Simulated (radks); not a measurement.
These are the eigenvalues of the occupied orbitals of an atom or ion with whole-number occupations (eV). Method: Dirac Kohn-Sham, PBE, spin-unpolarised, spherical densities, finite nucleus; Fermi nuclear charge, rms radius of each element as measured or else 0.836 A^(1/3) + 0.57 fm; computed with a radial shooting solver on a logarithmic mesh with Libxc functionals.

| orbital | eigenvalue |
|---|---|
| 1s1/2 | -73741.72 |
| 2s1/2 | -12839.38 |
| 2p1/2 | -12295.71 |
| 2p3/2 | -10764.56 |
| 3s1/2 | -2992.516 |
| 3p1/2 | -2748.663 |
| 3p3/2 | -2414.767 |
| 3d3/2 | -2005.299 |
| 3d5/2 | -1932.969 |
| 4s1/2 | -636.4271 |
| 4p1/2 | -533.9731 |
| 4p3/2 | -455.5509 |
| 4d3/2 | -287.2155 |
| 4d5/2 | -272.6883 |
| 5s1/2 | -97.5862 |
| 5p1/2 | -66.0155 |
| 4f5/2 | -59.6908 |
| 4f7/2 | -56.8856 |
| 5p3/2 | -53.7998 |
| 5d3/2 | -13.0631 |
| 5d5/2 | -11.9721 |
| 6s1/2 | -11.3997 |
| 5f5/2 | -0.4325 |
| 5f7/2 | -0.4325 |

Which element is it, and in what charge state? The configuration may be excited. Open shells, if any, are shared by 2j + 1.

Answer. Z = 76, osmium, charge 0: Os in [Xe] 4f14 5d6 6s1 5f1. The list shows which subshells hold electrons but not how many an open one holds; the 1s level, -2710 hartree, gives Z - s = 73.6 by -(Z - s)^2/2, which with screening and relativity narrows Z to a few neighbours, and the depths of the outer levels then fix element, charge and occupations together.
